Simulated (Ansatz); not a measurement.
Harmonic frequencies (cm⁻¹) at PBE0-D4/def2-TZVP from Ansatz: 32, 59, 99, 194, 216, 298, 382, 530, 617, 622, 712, 730, 766, 837, 900, 932, 937, 960, 963, 1000, 1127, 1207, 1221, 1517, 1762, 2190, 2207, 2216, 2238, 2240, 2962, 3062, 3604.

Each molecule was computed in one conformer, which needn't be the lowest.

Task: Which molecule is it?
A. `C[Se]C(O)O`
B. `[SiH3]N[SiH2]Br`
C. `C#CC#CC`
D. `C=N[SiH2]N[SiH3]`

Result: D.
